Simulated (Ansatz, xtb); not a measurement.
## Relative energy of two isomers of C3H9FOSi2

Structure X is `C=C[Si@](C)(F)O[SiH3]`, a singlet and structure Y is `C=C[Si@H](C)O[SiH2]F`, a singlet. Both are isolated molecules in the gas phase, relaxed with r2SCAN-D4/def2-SVP; each stands in its lowest conformer found.

X (Å):

```
atom    x (Å)    y (Å)    z (Å)
   C  -0.4892   1.5937  -1.4625
   C   0.0652   0.5539  -2.1054
   C   2.7351  -0.9973  -1.6915
   F   0.2002  -2.2189  -1.5630
   O   0.8166  -0.5684   0.4101
  Si   0.9545  -0.8110  -1.2188
  Si  -0.0041  -1.0660   1.7682
   H  -0.4406   1.6790  -0.3698
   H  -1.0108   2.4009  -1.9910
   H  -0.0110   0.5227  -3.2024
   H   2.8419  -1.1417  -2.7785
   H   3.3115  -0.1025  -1.4086
   H   3.1826  -1.8682  -1.1867
   H   0.4541  -2.4229   2.1863
   H   0.2847  -0.0915   2.8573
   H  -1.4748  -1.1016   1.5132
```

Y (Å):

```xyz
16

C    -2.7009    0.4414   -0.9924
C    -1.4806    0.3859   -0.4346
C     1.3909    0.1014   -1.5336
F    -3.1736   -2.2905   -3.0736
O    -0.7147   -1.7056   -2.2592
Si   -0.1446   -0.7965   -0.9729
Si   -1.6798   -2.8929   -2.8356
H    -2.9943   -0.2277   -1.8104
H    -3.4625    1.1544   -0.6530
H    -1.2577    1.0837    0.3876
H     0.1947   -1.7318    0.1468
H     2.1717   -0.6080   -1.8505
H     1.8039    0.7188   -0.7192
H     1.1627    0.7658   -2.3822
H    -1.8084   -4.0059   -1.8595
H    -1.1724   -3.3363   -4.1556
```

Estimate E(Y) − E(X) at the level CCSD(T)/def2-SVP + ΔMP2/def2-TZVPP.

Calculated at CCSD(T)/def2-SVP + ΔMP2/def2-TZVPP: E(Y) − E(X) = +1.26 kcal/mol, so structure X lies lower.

The same difference at several levels:

| level | geometry | E(Y) − E(X) (kcal/mol) | departure from the last row (kcal/mol) | job, with rough time for the two |
| --- | --- | --- | --- | --- |
| r2SCAN-D4/def2-SVP | r2SCAN-D4/def2-SVP | +1.83 | +0.57 | optimisation, 3.8 min |
| HF/def2-SVP | r2SCAN-D4/def2-SVP | +2.09 | +0.83 | part of the CCSD(T) run |
| MP2/def2-SVP | r2SCAN-D4/def2-SVP | +1.32 | +0.06 | part of the CCSD(T) run |
| CCSD(T)/def2-SVP | r2SCAN-D4/def2-SVP | +1.53 | +0.27 | single point |
| CCSD(T)/def2-SVP + ΔMP2/def2-TZVPP | r2SCAN-D4/def2-SVP | +1.26 |  | single point, 90 s |

As drawn, both hold the same kinds of bond in the same numbers.

None of the levels shown reverses the order. The largest departure from CCSD(T)/def2-SVP + ΔMP2/def2-TZVPP is that of HF/def2-SVP, 0.83 kcal/mol. Levels run at GFN2-xTB geometries aren't shown. The last row adds to CCSD(T) the change of the MP2 difference between the two basis sets, here −0.27 kcal/mol.

With thermal terms from frequencies at re-optimised GFN2-xTB minima (ideal gas, soft modes damped towards free rotors, one conformer each, 298.15 K, 1 atm): the zero-point term adds +0.43 kcal/mol; ΔH is +1.45 and ΔG +2.08 kcal/mol.

The correlated steps freeze 15 core orbitals. Programs: Ansatz 0.2.0, xtb 6.7.1; the last row on 4 threads of Arm Neoverse V2 on a shared host.
